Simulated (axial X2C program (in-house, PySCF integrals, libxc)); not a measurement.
# Worked dissociation energy of AgGe: PBE0, without spin–orbit coupling

Calculated with an in-house relativistic program for diatomic molecules. Spin-free means the one-electron spin-free X2C Hamiltonian. Basis: Ag dyall-cv3z [12s12p8d5f3g], Ge dyall-cv3z [9s9p7d4f1g] (cores contracted in-house); Gaussian nuclei, density fitting, unrestricted open shells. Masses: Ag 106.905 u, Ge 73.921 u.

Molecular state: M_S = 1/2, Λ = 1 (beyond evenly filled blocks: π+α).

```
E(Ag) (2M_S = 1, M_L = 0) : -5315.129348 hartree
E(Ge) (2M_S = 2, M_L = 0) : -2098.529085 hartree
E(AgGe) at Re             : -7413.719017 hartree
ωe                        : 200.1 cm⁻¹
ωexe                      : 0.592 cm⁻¹
```

Q: Work out De and D0.

A: De = -5315.129348 + (-2098.529085) − (-7413.719017) = 0.06058 hartree = 1.649 eV. The zero-point energy is ωe/2 − ωexe/4 = 100 cm⁻¹ = 0.012 eV, so D0 = 1.636 eV.

The state is one determinant whose occupation by symmetry is held fixed; it was picked as the lowest of a PBE0 search that is not exhaustive. De is counted from the lowest determinant-based energies of the atoms at the same level, without counterpoise correction. The functionals have no current-density term, which raises determinants with orbital currents, atoms included. Spin-free De lacks the spin–orbit lowering of the heavy p-block atom, a tenth of an eV or more for 4p and 5p, up to an eV for 6p and one to two eV for 7p atoms, less what an open-shell molecule gains itself.

Each atomic determinant is the lowest at this level and need not be a pure term. Totals compare only within one Hamiltonian and basis.
